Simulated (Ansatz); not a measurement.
Ansatz (an electronic-structure program) input:
A basis named .json is the Basis Set Exchange file of that set.

Ansatz 0.2 input:
```yaml
crystal:
  periodic: [false, false, false]
  atoms:
    - {symbol: O, position_ang: [2.70408855, 0.64727748, -0.19292568]}
    - {symbol: C, position_ang: [1.42337375, 0.18426017, -0.09260814]}
    - {symbol: C, position_ang: [1.10489095, -1.22268879, 0.00618585]}
    - {symbol: C, position_ang: [-0.21927356, -1.42483781, 0.09409601]}
    - {symbol: Se, position_ang: [-1.27167782, 0.09950984, 0.06763904]}
    - {symbol: C, position_ang: [0.36422972, 1.03430628, -0.08012937]}
    - {symbol: H, position_ang: [3.31993637, -0.09267225, -0.18613682]}
    - {symbol: H, position_ang: [1.85403867, -2.00412911, 0.00766021]}
    - {symbol: H, position_ang: [0.39103729, 2.10900776, -0.14311151]}
basis:
  gaussian:
    orbitals: cc-pVQZ
    fitting: {mean_field: def2-universal-jkfit, correlation: cc-pVQZ-RIFIT.json}
magnetization: {spin_polarized: true, initial_magnetization: 1}
correlation: {method: mp2, electrons: outside_noble_gas}
```

Task: Predict the final energy.

Result: -2628.98972 Eh (RI-MP2/cc-pVQZ). The basis has 433 functions.

It need not be the lowest isomer of its formula.

The determinant is spin-contaminated: <S^2> is 1.17 against 0.75 for a pure state.
